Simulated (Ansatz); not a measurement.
Geometry optimisation, RKS PBE/def2-mTZVP (Ansatz 0.2.0).

Input:

```yaml
crystal:
  periodic: [false, false, false]
  atoms:
    - { symbol: C, position_ang: [-0.7684, -0.4548, -0.1169] }
    - { symbol: "N", position_ang: [-0.1546, -1.3026, 0.508] }
    - { symbol: Zn, position_ang: [1.5832, -0.6853, 0.8858] }
    - { symbol: C, position_ang: [0.4343, 0.5156, -0.0934] }
    - { symbol: H, position_ang: [-0.92584, -1.99961, 0.53906] }
    - { symbol: H, position_ang: [0.0874, 1.4567, 0.4412] }
    - { symbol: H, position_ang: [0.6993, 0.7571, -1.1221] }
basis:
  gaussian: { orbitals: def2-mTZVP }
hamiltonian:
  xc: pbe
relax:
  f_tol: 0.02
  max_steps: 50
```

Run as:

```bash
$ ansatz run input.yaml --threads 2 --pin off --max-ram 3072MiB --backend cpu --events-out ev --progress --plain --runs-dir out
```

Question: Where does it end, and by what steps?

Answer: The run converged. After 22 steps the energy has fallen by 3.321 eV; Zn3 moved furthest, 1.47 Å. The start is strongly strained (largest force component 10 eV/Å), so its close contacts needn't be bonds. Parted: N2–Zn3, Zn3–C4.

| step | energy less start (eV) | largest force component (eV/Å) | accepted |
| --- | --- | --- | --- |
| 0 | 0.0000 | 10.072 | yes |
| 1 | -2.0812 | 3.429 | yes |
| 2 | -2.4562 | 1.802 | yes |
| 3 | -2.6610 | 2.013 | yes |
| 4 | -2.7674 | 1.108 | yes |
| 5 | -2.8101 | 0.685 | yes |
| 6 | -2.9050 | 0.598 | yes |
| 7 | -3.0138 | 0.767 | yes |
| 8 | -3.1278 | 0.641 | yes |
| 9 | -3.2466 | 0.410 | yes |
| 10 | -3.2921 | 0.848 | yes |
| 11 | -3.2865 | 0.580 | no |
| 12 | -3.3081 | 0.456 | yes |
| 13 | -3.3078 | 0.283 | no |
| 14 | -3.3149 | 0.272 | yes |
| 15 | -3.3182 | 0.139 | yes |
| 16 | -3.3196 | 0.159 | yes |
| 17 | -3.3206 | 0.127 | yes |
| 18 | -3.3209 | 0.095 | yes |
| 19 | -3.3201 | 0.207 | no |
| 20 | -3.3212 | 0.044 | yes |
| 21 | -3.3210 | 0.060 | no |
| 22 | -3.3213 | 0.016 | yes |

```xyz
7
Properties=species:S:1:pos:R:3
C -0.345 -0.486 0.051
N -0.558 -1.626 0.463
Zn 2.911 -0.739 1.518
C 0.048 0.712 -0.320
H -1.497 -2.015 0.298
H -0.089 1.569 0.338
H 0.486 0.872 -1.305
```

Time of the run: 40 s on 2 threads of Arm Neoverse V2 (shared host), peak memory 0.14 GiB.
